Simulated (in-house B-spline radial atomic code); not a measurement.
How numerical settings move a run on the boron ion B³⁺, 1s2. Computed with a B-spline radial code for spherical atoms: scalar-relativistic (X2C) M06-2X, spin-polarised, spherical fractional occupations, Fermi nucleus of rms radius 2.406 fm.

Command:
```bash
python run_scf.py task.json out
```
Settings of the sound reference run:
```
Z                5
electrons        2
configuration    1s2
hamiltonian      x2c
method           m062x
spin_polarised   True
nucleus          fermi
rms_radius       2.406
mass_number      11
atomic_mass      11.00931
speed_of_light   137.036
knot_spacing     0.22
spline_order     8
gauss_points     12
box_radius       16.22
max_iterations   70
damping          0.5
damped_steps     3
diis_vectors     10
tolerance        1e-08
start            Thomas-Fermi
```

Cost of the run: 0.31 s on 1 thread of Arm Neoverse N1, with other jobs on the host.

It converges in 7 iterations to -22.041686 hartree, with 1s down at -245.591 eV. The other runs change the listed settings, some to values that make no sense; their results aren't properties of the atom or ion. Radii are in bohr (the nuclear one in fm), a minus after a letter asks for a j subshell, and «unchanged» means within 1e-8 hartree. The run stops when the residual is below 10 × tolerance × max(1, Z/10), or a noise floor if that is larger, and the energy moves by less than 1e-8 × √|E| hartree; so very loose and very tight tolerances often act alike.

```tsv
changed settings	outcome
knot_spacing = 0.75, spline_order = 7, first_knot = 0.0002, max_iterations = 60, diis_vectors = 1	converged in 8 iterations, energy +2.06e-03 hartree from the reference, 1s down level +2.1e-02 eV
damping = 0.8	converged in 7 iterations, energy unchanged, 1s down level +2.7e-06 eV (the program warns: states collapsed into the nucleus by a negative tau potential were left out of the aufbau)
spline_order = 5	converged in 7 iterations, energy +3.78e-05 hartree from the reference, 1s down level -4.9e-04 eV (the program warns: states collapsed into the nucleus by a negative tau potential were left out of the aufbau)
spline_order = 3	converged in 7 iterations, energy +3.60e-04 hartree from the reference, 1s down level -2.3e-04 eV (the program warns: states collapsed into the nucleus by a negative tau potential were left out of the aufbau)
knot_spacing = 0.1, max_iterations = 100, damping = 0.8	converged in 7 iterations, energy -1.28e-05 hartree from the reference, 1s down level +2.2e-03 eV (the program warns: states collapsed into the nucleus by a negative tau potential were left out of the aufbau)
gauss_points = 6, box_radius = 4.87, max_iterations = 100, damping = 0.95	converged in 7 iterations, energy -2.30e-07 hartree from the reference, 1s down level +4.2e-05 eV (the program warns: states collapsed into the nucleus by a negative tau potential were left out of the aufbau)
spline_order = 6	converged in 7 iterations, energy -6.67e-06 hartree from the reference, 1s down level +4.5e-03 eV (the program warns: states collapsed into the nucleus by a negative tau potential were left out of the aufbau)
damping = 0	converged in 5 iterations, energy unchanged, 1s down level +3.4e-06 eV (the program warns: states collapsed into the nucleus by a negative tau potential were left out of the aufbau)
damping = 0.95	converged in 7 iterations, energy unchanged, 1s down level +3.1e-06 eV (the program warns: states collapsed into the nucleus by a negative tau potential were left out of the aufbau)
damping = 0.2	converged in 6 iterations, energy unchanged, 1s down level +1.0e-06 eV (the program warns: states collapsed into the nucleus by a negative tau potential were left out of the aufbau)
```

**Question.** What happens with spline_order = 7?

**Answer.** Converged in 7 iterations, energy +3.91e-05 hartree from the reference, 1s down level +4.5e-03 eV (the program warns: states collapsed into the nucleus by a negative tau potential were left out of the aufbau).

**Question.** What happens with hamiltonian = dirac, method = hf, spin_polarised = False, speed_of_light = 2.494055?

**Answer.** Stopped with error: Z/c is past the critical charge.

**Question.** What happens with start = bare nucleus?

**Answer.** Converged in 7 iterations, energy unchanged (the program warns: states collapsed into the nucleus by a negative tau potential were left out of the aufbau).

**Question.** What happens with spline_order = 10?

**Answer.** Converged in 7 iterations, energy +2.90e-05 hartree from the reference, 1s down level +3.3e-03 eV (the program warns: states collapsed into the nucleus by a negative tau potential were left out of the aufbau).
